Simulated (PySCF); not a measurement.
**Ionisation energy of Al⁺ by level of theory**

Al⁺ [Ne] 3s2 (1S) → Al²⁺ [Ne] 3s1 (2S), as a difference of total energies. Computed with PySCF 2.14 in aug-cc-pCVTZ-DK, with scalar relativity by spin-free X2C-1e. Correlated levels: valence and next inner shell: 1s2 frozen. The calculations carry no spin-orbit coupling.

```
                                method  ionisation energy (eV)
                                   UHF                  17.551
    MP2 (valence and next inner shell)                  18.504
SCS-MP2 (valence and next inner shell)                  18.613
   CCSD (valence and next inner shell)                  18.717
CCSD(T) (valence and next inner shell)                  18.754
```

Q: How much does correlation contribute at CCSD(T) (valence and next inner shell)?

A: 18.754 − (17.551) = 1.203 eV, measured against UHF.

Errors of the correlated levels include the incompleteness of this basis and the frozen core.

For comparison: 18.829 eV (measured; NIST Atomic Spectra Database, ionization energies).
